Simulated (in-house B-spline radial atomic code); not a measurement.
Results of a calculation; reference values are marked as such.
# Extrapolating the RPA correlation energy in partial waves: K+

All-electron RPA on PBE0 orbitals from a B-spline radial code for spherical atoms, scalar-relativistic (spin-free one-electron X2C), finite nucleus, configuration [Ne] 3s2 3p6. With empty states up to angular momentum L the sums are:

```
L  E_c(L) (hartree)
3         -0.958102
4         -1.032976
5         -1.062765
6         -1.076821
7         -1.084277
8         -1.088578
```

For large l each further wave adds A/(l + 1/2)⁴, because the basis must build the cusp where two electrons meet.

(1) Estimate the limit from L = 7 and L = 8.

(2) How good is the estimate?

Results:

(1) Wave 8 adds -0.004301, against a sum of (l + 1/2)⁻⁴ of 1.91569e-04, so A = -22.451. The sum over l > 8 is ζ(4, 9.5) = 4.5445e-04, close to 1/(3 × 9³) = 4.5725e-04. The tail is -0.010203 and the limit -1.09878 hartree.

(2) A run to L = 11 sums to -1.09405 and extrapolates to -1.09786 hartree, 0.20 millihartree from the run before. The estimate differs from that by -0.92 millihartree, while the bare sum at L = 8 misses 9.3 millihartree (0.8 %).
